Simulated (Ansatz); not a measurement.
`[F][Ge][Br]` + `O[SiH3]` → `[F][Ge][O][SiH3]` + HBr at 500 K and 1 bar (ligand exchange at a Ge–Br bond).

Calculated with Ansatz (gas phase, PBE0-D4/def2-TZVP geometries, no zero-point term in ΔE). CCSD(T)/CBS adds triple-zeta CCSD(T) − MP2 to the extrapolated MP2 energy (def2 sets, frozen cores). For Br, Ge outer-core shells are correlated without core-valence functions, which leaves a few kJ/mol of doubt a bond. Scalar relativity is left out up to krypton. Each species was taken in one conformer, which may not be the lowest.

```json
{"species": "`[F][Ge][Br]`", "CCSD(T)/CBS energy (Eh)": "-4749.29775", "H − E (kJ/mol)": "30.7", "S (J/(mol·K))": "328.7"}
{"species": "`O[SiH3]`", "CCSD(T)/CBS energy (Eh)": "-366.69042", "H − E (kJ/mol)": "127.5", "S (J/(mol·K))": "292.9"}
{"species": "`[F][Ge][O][SiH3]`", "CCSD(T)/CBS energy (Eh)": "-2542.06230", "H − E (kJ/mol)": "121.3", "S (J/(mol·K))": "396.0"}
{"species": "HBr", "CCSD(T)/CBS energy (Eh)": "-2573.91920", "H − E (kJ/mol)": "30.5", "S (J/(mol·K))": "213.7"}
```

H − E and S are ideal-gas, rigid-rotor, harmonic terms from PBE0-D4/def2-TZVP, for one conformer and one mirror image of each species. 1 Eh = 2625.50 kJ/mol, R = 8.31446 J/(mol·K).

**Question.** By hand: ΔE, ΔH, ΔS and ΔG.

**Answer.** ΔE = (-2542.06230) + (-2573.91920) − (-4749.29775) − (-366.69042) = 0.00667 Eh = 17.5 kJ/mol. Δ(H − E) = 121.3 + 30.5 − 30.7 − 127.5 = -6.4, so ΔH = 11.1 kJ/mol. ΔS = 396.0 + 213.7 − 328.7 − 292.9 = -11.9 J/(mol·K). ΔG = 11.1 − 500 × (-11.9)/1000 = 17.1 kJ/mol.

**Question.** By hand: the equilibrium constant, and the temperature at which ΔG would vanish if ΔH and ΔS stayed fixed.

**Answer.** log₁₀ K = −ΔG/(RT ln 10) = -1.8. ΔH and −TΔS have one sign here, so there is no such temperature.

TΔS isn't small against ΔH here. A doubt of 5 kJ/mol in ΔE shifts log₁₀ K by 0.5 here. Other conformers and mirror images would add mixing entropy, several J/(mol·K) or more a flexible species. These are equilibria of isolated gas molecules and say nothing of rates. Largest T1 diagnostic: 0.015 (customary marks: 0.02 for closed shells, 0.045 for open ones).

ΔS is within the doubt of such terms, so its sign, and with it that verdict, could turn.
